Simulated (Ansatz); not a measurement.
Two isomers of C2H10BNSi: A = `CB(N)C[SiH3]`, B = `CBNC[SiH3]`.

Calculated with Ansatz (gas phase, PBE0-D4/def2-TZVP geometries, no zero-point term in ΔE). CCSD(T)/CBS adds triple-zeta CCSD(T) − MP2 to the extrapolated MP2 energy (def2 sets, frozen cores). DFT in def2-TZVPP. B3LYP here is the variant with VWN-RPA as its local correlation; programs differ in this. One conformer a species, not always the lowest.

A:

Z-matrix (Å, degrees):
```
C
B 1 1.576
H 1 1.096 2 109.9
H 1 1.093 2 114.1 3 -120.9
H 1 1.095 2 111.1 3 116.8
N 2 1.399 1 119.9 3 115.1
C 2 1.576 1 120.8 3 -66.5
H 6 1.005 2 122.8 1 0.9
H 6 1.006 2 123.6 1 -180.0
Si 7 1.873 2 111.1 1 -89.1
H 7 1.096 2 112.7 1 151.0
H 7 1.095 2 111.4 1 29.9
H 10 1.489 7 111.0 2 54.4
H 10 1.490 7 111.6 2 174.8
H 10 1.489 7 110.4 2 -65.2
```

B:

```xyz
15

C    -0.944   -0.853   -2.345
B     0.155   -0.374   -1.334
N     0.000   -0.523    0.040
C     0.920   -0.093    1.076
Si    0.188    1.278    2.150
H    -1.289   -0.014   -2.960
H    -1.822   -1.306   -1.874
H    -0.527   -1.581   -3.050
H     1.175    0.140   -1.713
H    -0.849   -0.939    0.395
H     1.228   -0.936    1.706
H     1.828    0.280    0.594
H    -0.057    2.492    1.329
H    -1.111    0.815    2.713
H     1.105    1.614    3.274
```

(1) Which is lower in electronic energy at CCSD(T)/CBS, and by how much? (An estimate is asked.)

(2) Give E(B) − E(A) in kcal/mol with ωB97M-V, B3LYP-D4, CCSD(T)/def2-TZVPP, MP2/def2-TZVPP, B2PLYP, B3LYP, PBE0-D4. (An estimate is asked.)

Largest T1 diagnostic: 0.012.

## Answers

(1) Ansatz gave: A, by 23.2 kcal/mol.

(2) Ansatz gave: ωB97M-V 23.3, B3LYP-D4 22.0, CCSD(T)/def2-TZVPP 22.9, MP2/def2-TZVPP 24.1, B2PLYP 22.1, B3LYP 21.1, PBE0-D4 23.2. None reverses the order clearly.

From PBE to PBE0 (25 % exact exchange), in def2-TZVPP and without D4, E(B) − E(A) moves by +1.0 kcal/mol. In def2-TZVPP, CCSD(T) changes the Hartree–Fock value by +1.4 kcal/mol (the triples alone add +0.0 kcal/mol) and MP2 by +2.6 kcal/mol.
